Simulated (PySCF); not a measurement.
# Two-component Hartree-Fock for Kr⁺ (krypton, charge +1)

Start: [Ar] 3d10 4s1 4p6; 4s1/2 filled at m_j = +1/2. Calculated with PySCF 2.14 in x2c-TZVPall-2c (6s7p4d1f, 54 functions): generalised Hartree-Fock with the X2C-1e Hamiltonian and a Gaussian nucleus; one run each with spin-orbit coupling (SO) switched off, then screened by Boettger's factors. This is a chosen level, not necessarily the ground level.

```json
{"spinor shell": "1s1/2", "electrons": "2", "ε, spin-free (eV)": "-14419.0", "ε, screened SO (eV)": "-14418.5", "weight of nominal j (screened SO)": "1.000", "rms radius, screened SO (bohr)": "0.0478"}
{"spinor shell": "2s1/2", "electrons": "2", "ε, spin-free (eV)": "-1974.6", "ε, screened SO (eV)": "-1974.5", "weight of nominal j (screened SO)": "1.000", "rms radius, screened SO (bohr)": "0.199"}
{"spinor shell": "2p1/2", "electrons": "2", "ε, spin-free (eV)": "-1742.2", "ε, screened SO (eV)": "-1779.1", "weight of nominal j (screened SO)": "1.000", "rms radius, screened SO (bohr)": "0.174"}
{"spinor shell": "2p3/2", "electrons": "4", "ε, spin-free (eV)": "-1742.2", "ε, screened SO (eV)": "-1724.5", "weight of nominal j (screened SO)": "1.000", "rms radius, screened SO (bohr)": "0.178"}
{"spinor shell": "3s1/2", "electrons": "2", "ε, spin-free (eV)": "-319.09", "ε, screened SO (eV)": "-319.06", "weight of nominal j (screened SO)": "1.000", "rms radius, screened SO (bohr)": "0.565"}
{"spinor shell": "3p1/2", "electrons": "2", "ε, spin-free (eV)": "-242.89", "ε, screened SO (eV)": "-248.61", "weight of nominal j (screened SO)": "0.999", "rms radius, screened SO (bohr)": "0.574"}
{"spinor shell": "3p3/2", "electrons": "4", "ε, spin-free (eV)": "-242.89", "ε, screened SO (eV)": "-240.15", "weight of nominal j (screened SO)": "1.000", "rms radius, screened SO (bohr)": "0.584"}
{"spinor shell": "3d3/2", "electrons": "4", "ε, spin-free (eV)": "-115.99", "ε, screened SO (eV)": "-116.80", "weight of nominal j (screened SO)": "0.989", "rms radius, screened SO (bohr)": "0.609"}
{"spinor shell": "3d5/2", "electrons": "6", "ε, spin-free (eV)": "-115.99", "ε, screened SO (eV)": "-115.42", "weight of nominal j (screened SO)": "0.993", "rms radius, screened SO (bohr)": "0.612"}
{"spinor shell": "4s1/2", "electrons": "1", "ε, spin-free (eV)": "-45.799", "ε, screened SO (eV)": "-45.795", "weight of nominal j (screened SO)": "1.000", "rms radius, screened SO (bohr)": "1.65"}
{"spinor shell": "4p1/2", "electrons": "2", "ε, spin-free (eV)": "-24.824", "ε, screened SO (eV)": "-25.099", "weight of nominal j (screened SO)": "0.656", "rms radius, screened SO (bohr)": "1.96"}
{"spinor shell": "4p3/2", "electrons": "4", "ε, spin-free (eV)": "-24.824", "ε, screened SO (eV)": "-24.697", "weight of nominal j (screened SO)": "0.828", "rms radius, screened SO (bohr)": "1.98"}
```

| quantity | spin-free | screened SO |
| --- | --- | --- |
| E (hartree) | -2786.95706 | -2787.12563 |
| M_J | 1/2 | 1/2 |
| ⟨J²⟩ | 0.762 | 0.762 |
| ⟨L²⟩ | 0.000 | 0.005 |
| ⟨S²⟩ | 0.762 | 0.767 |

Each row is a mean over spinors that exchange with the open shell spreads, by up to 3.925 eV (4p3/2).

Rows whose weight is well below 1 are mixtures of j = l ± 1/2: exchange outweighs spin-orbit coupling there, and the label is only the starting occupation.

Without spin-orbit coupling the j labels of p, d and f shells carry no meaning; the spin-free column gives the mean over the occupied spinors of each nl shell.
